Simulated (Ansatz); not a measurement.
Ideal-gas functions of CuF₃HOP, SMILES `[OH][Cu-][P+](F)(F)F` at 600 K and 1 bar, from an Ansatz frequency run at PBE0-D4/def2-TZVP.

Molar mass 168.52 g/mol, point group Cs (symmetry number 1), electronic degeneracy 1, moments of inertia 106.643, 472.645, 473.613 u Å². Harmonic wavenumbers (cm⁻¹, unscaled): 56, 84, 87, 203, 209, 255, 367, 367, 516, 653, 677, 931, 933, 936, 3912.

Use S(trans) = R[1.5 ln M + 2.5 ln T − 1.1517]; rotational temperatures θ = 24.2544 K / I; S(rot) = R[ln(√π/σ · √(T³/θAθBθC)) + 1.5]; for each mode x = 1.438777 ν̃/T, S = R[x/(eˣ − 1) − ln(1 − e⁻ˣ)] and H = RT x/(eˣ − 1); 1 cm⁻¹ = 0.0119627 kJ/mol; R = 8.31446 J/(mol·K).

**Question.** By hand: the entropy, in J/(mol·K).

**Answer.** Translation 187.3. Rotation: θ = 0.2274, 0.0513, 0.0512 K, giving 127.9. Vibration, mode by mode: 25.01, 21.65, 21.36, 14.38, 14.14, 12.53, 9.64, 9.64, 7.05, 5.39, 5.14, 3.17, 3.16, 3.14, 0.01, in all 155.4. Electronic 0.0. Sum 470.6 J/(mol·K).

**Question.** By hand: H − E and G − E in kJ/mol, counted from the electronic energy.

**Answer.** Zero-point energy ½ × 10186 × 0.0119627 = 60.9; thermal vibration 41.8; translation, rotation and pV give 4 RT = 20.0. H − E = 122.7 kJ/mol, and G − E = 122.7 − 600 × 470.6/1000 = -159.7 kJ/mol.

Vibration gives 33 % of the entropy, 68.0 J/(mol·K) of it from the modes under 150 cm⁻¹: soft modes count most, and the harmonic formula is weakest for them. The sum counts one conformer and one mirror image; others add a mixing term.
